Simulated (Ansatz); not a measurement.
Gas-phase electronic energies from Ansatz, PBE0-D4/def2-TZVP geometries. CCSD(T)/CBS adds triple-zeta CCSD(T) − MP2 to the extrapolated MP2 energy (def2 sets, frozen cores). DFT in def2-TZVPP. Each species was taken in one conformer, which may not be the lowest.

`[SiH3][O][Al]([SH])[SH]` + `O[SiH2][AlH2]` → `[AlH2][SiH2]O[SiH3]` + `[OH][Al]([SH])[SH]`  (ligand exchange at the Si–O bond)

Task: Is it downhill or uphill in electronic energy at CCSD(T)/CBS, and by how much? (Estimate.)

Result: Computed: Uphill: ΔE = +7.0 kJ/mol.

Task: What do these levels give: B2PLYP, PBE, HF/def2-QZVPP, MP2/def2-QZVPP, SCS-MP2/def2-QZVPP, HF/CBS(def2)? (Estimate.)

Result: Ansatz gave: B2PLYP 7.7, PBE 6.8, HF/def2-QZVPP 10.0, MP2/def2-QZVPP 7.0, SCS-MP2/def2-QZVPP 7.4, HF/CBS(def2) 10.0 kJ/mol.

Largest T1 diagnostic among the species: 0.012.
